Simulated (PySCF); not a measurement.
silanone (H2OSi), SMILES O=[SiH2]. Heavy atoms are numbered as in [SiH2:1]=[O:2]. Hydrogens are named by the atom that carries them.

The structure is a stationary point at B3LYP-D3(BJ)/def2-TZVP.

Calculation: PBE/pcSseg-2 (PySCF).

GIAO shieldings, no solvent; atoms alike by connectivity are averaged. δ = σ(ref) − σ: ²⁹Si against TMS (σ = 324.1 ppm); ¹⁷O against H2O (σ = 327.5 ppm); ¹H against TMS (σ = 31.47 ppm), references at their B3LYP-D3(BJ)/def2-TZVP geometries, non-relativistic.

```json
[
 {"atoms": "Si1 (SiH2)", "nucleus": "²⁹Si", "count": "1", "δ (ppm)": "…"},
 {"atoms": "O2", "nucleus": "¹⁷O", "count": "1", "δ (ppm)": "513.1"},
 {"atoms": "H on Si1", "nucleus": "¹H", "count": "2", "δ (ppm)": "7.12"}
]
```

Problem. Fill in the missing entries. (Estimate from the structure and the level; the computed values follow.)

Solution. 
- Si1 (SiH2), δ (ppm): 81.8
